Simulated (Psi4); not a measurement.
Noncovalent pair: CH4 (SMILES C) (first 5 atoms) with GeH4 (SMILES [GeH4]); geometry from B3LYP-D3(BJ)/def2-TZVP, rigid monomers moved along the line of their centres of mass till C1···Ge6 is 6.86 Å.
(charge 0, multiplicity 1):
```xyz
10

C      0.10154    -0.06870    -0.20314
H     -0.57459    -0.84581     0.15011
H      0.16497    -0.10927    -1.28955
H     -0.27484     0.90662     0.10206
H      1.09078    -0.22655     0.22405
Ge    -0.26400     0.17861     6.64647
H      0.34747     1.48848     6.12938
H     -0.35974     0.22964     8.17905
H      0.62449    -1.00190     6.22955
H     -1.66853    -0.00157     6.05330
```

The numbers are results of Psi4 with SAPT0/aug-cc-pVDZ, not measurements.

Question: Which attractive term is largest, and how does the interaction split up?

Answer: electrostatics 0.0, exchange 0.0, induction 0.0, dispersion -0.1, total -0.1 kJ/mol; the largest attraction is dispersion.
